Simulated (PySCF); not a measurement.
LDA on Rh (rhodium, neutral), [Kr] 4d9, 2D determinant (an excited configuration). All numbers are calculated (PySCF 2.14, scalar relativity by spin-free X2C-1e, in aug-cc-pVTZ-DK (9s8p6d3f2g, 102 functions)).

```
cycle= 4 E= -4778.26315779875  delta_E= -0.0144  |g|= 0.104  |ddm|= 0.665
cycle= 5 E= -4778.26575271664  delta_E= -0.00259  |g|= 0.127  |ddm|= 0.634
cycle= 6 E= -4778.27054813562  delta_E= -0.0048  |g|= 0.062  |ddm|= 0.136
cycle= 7 E= -4778.26987034538  delta_E= 0.000678  |g|= 0.0761  |ddm|= 0.0883
cycle= 8 E= -4778.27039596721  delta_E= -0.000526  |g|= 0.0625  |ddm|= 0.062
cycle= 9 E= -4778.27175225436  delta_E= -0.00136  |g|= 0.0237  |ddm|= 0.0579
cycle= 10 E= -4778.27191484588  delta_E= -0.000163  |g|= 0.012  |ddm|= 0.0155
cycle= 11 E= -4778.27199580788  delta_E= -8.1e-05  |g|= 0.00172  |ddm|= 0.0379
cycle= 12 E= -4778.27199668086  delta_E= -8.73e-07  |g|= 0.000518  |ddm|= 0.0027
cycle= 13 E= -4778.27199667732  delta_E= 3.55e-09  |g|= 0.000684  |ddm|= 0.00165
cycle= 14 E= -4778.27199688601  delta_E= -2.09e-07  |g|= 0.000104  |ddm|= 0.00126
cycle= 15 E= -4778.27199688997  delta_E= -3.96e-09  |g|= 4.99e-06  |ddm|= 9.78e-05
cycle= 16 E= -4778.27199688998  delta_E= -1.46e-11  |g|= 5.6e-07  |ddm|= 7.36e-06
converged SCF energy = -4778.27199688998  <S^2> = 1.288028  2S+1 = 2.4803452
```

Highest occupied orbital energy: -4.234 eV; ⟨L²⟩ = 7.99; populations by l: s 8.33, p 18.00, d 18.67, f 0.00.

Problem. Can this result be used?

Solution. Not for this state. Self-consistency was reached. ⟨L²⟩ = 7.99 against 6 for a pure D term, so this real determinant mixes terms. ⟨S²⟩ = 1.29 against 0.75 shows spin contamination. The s, p, d and f populations moved away from the nominal configuration during the SCF.
